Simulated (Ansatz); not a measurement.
`CCB(F)Br` + `[F][Zn][Cl]` → `FB(Cl)Br` + `C[CH2][Zn][F]` at 400 K and 1 bar (redistribution).

Calculated with Ansatz (gas phase, PBE0-D4/def2-TZVP geometries, no zero-point term in ΔE). CCSD(T)/CBS adds triple-zeta CCSD(T) − MP2 to the extrapolated MP2 energy (def2 sets, frozen cores). For Br, Zn outer-core shells are correlated without core-valence functions, which leaves a few kJ/mol of doubt a bond. Scalar relativity is left out up to krypton. Each species was taken in one conformer, which may not be the lowest.

| species | CCSD(T)/CBS energy (Eh) | H − E (kJ/mol) | S (J/(mol·K)) |
| --- | --- | --- | --- |
| `CCB(F)Br` | -2777.13014 | 221.3 | 378.1 |
| `[F][Zn][Cl]` | -2338.03728 | 27.3 | 287.2 |
| `FB(Cl)Br` | -3157.81685 | 43.1 | 323.4 |
| `C[CH2][Zn][F]` | -1957.32060 | 202.3 | 349.5 |

H − E and S are ideal-gas, rigid-rotor, harmonic terms from PBE0-D4/def2-TZVP, for one conformer and one mirror image of each species. 1 Eh = 2625.50 kJ/mol, R = 8.31446 J/(mol·K).

Task: By hand: ΔE, ΔH, ΔS and ΔG.

Result: ΔE = (-3157.81685) + (-1957.32060) − (-2777.13014) − (-2338.03728) = 0.02997 Eh = 78.7 kJ/mol. Δ(H − E) = 43.1 + 202.3 − 221.3 − 27.3 = -3.2, so ΔH = 75.5 kJ/mol. ΔS = 323.4 + 349.5 − 378.1 − 287.2 = 7.6 J/(mol·K). ΔG = 75.5 − 400 × (7.6)/1000 = 72.5 kJ/mol.

Task: By hand: the equilibrium constant, and the temperature at which ΔG would vanish if ΔH and ΔS stayed fixed.

Result: log₁₀ K = −ΔG/(RT ln 10) = -9.5. ΔG = 0 at ΔH/ΔS = 9934 K, far beyond where these terms or the molecules hold.

The number of gas molecules stays the same, so ΔS is small and ΔH decides. A doubt of 5 kJ/mol in ΔE shifts log₁₀ K by 0.7 here. Other conformers and mirror images would add mixing entropy, several J/(mol·K) or more a flexible species. Modes under 60 cm⁻¹, often nearly free rotors, make the harmonic entropy too high. These are equilibria of isolated gas molecules and say nothing of rates. Largest T1 diagnostic: 0.016 (customary marks: 0.02 for closed shells, 0.045 for open ones).
